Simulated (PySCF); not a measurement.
ClLi. Atoms are numbered in the order given.

```xyz
2

Li     0.0000     0.0000    -1.7170
Cl     0.0000     0.0000     0.3030
```
Charge 0, spin multiplicity 1.

The structure is a stationary point at PBE0-D3(BJ)/def2-TZVPD.

Method: PySCF with PBE/def2-TZVPD.

Gas-phase values at a fixed geometry.

Computed frontier levels, gap, dipole moment and polarisability:
- highest occupied level = -5.86 eV
- lowest empty level = -1.84 eV
- orbital gap = 4.02 eV
- dipole moment = 6.87 D
- quadrupole, principal values (traceless, Buckingham form, about the centre of nuclear charge) = -7.03, -7.03, 14.06 D·Å
- mean static polarisability = 28.8 bohr³ (4.27 Å³)
- polarisability, principal values = 27.9, 27.9, 30.6 bohr³
